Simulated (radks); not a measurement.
The indium ion In2+, [Kr] 4d10 5s1. Method: non-relativistic Kohn-Sham, PBE, spin-polarised, spherical densities, point nucleus; computed with a radial shooting solver on a logarithmic mesh with Libxc functionals. Every spin shell is full or empty, so the densities are truly spherical. Functionals are evaluated on that one density, not self-consistently. Rank these orbital-free kinetic functionals by their error against the exact value of the orbitals, and give that value: Thomas-Fermi, von Weizsacker, TF + vW, TF + vW/9, TF + vW/5, revAPBEK, Perdew 92, Thakkar, Pearson, PG1, Ernzerhof.

Answer. Exact: 5738.95 hartree. From best to worst, with 100 (|E| - |E exact|)/|E exact| (equal figures are ties): revAPBEK +0.31, Ernzerhof -0.39, Thakkar -0.56, Perdew 92 -0.66, TF + vW/9 -0.67, Pearson -0.92, TF + vW/5 +3.05, Thomas-Fermi -5.32, PG1 +15.21, TF + vW +36.52, von Weizsacker -58.16.
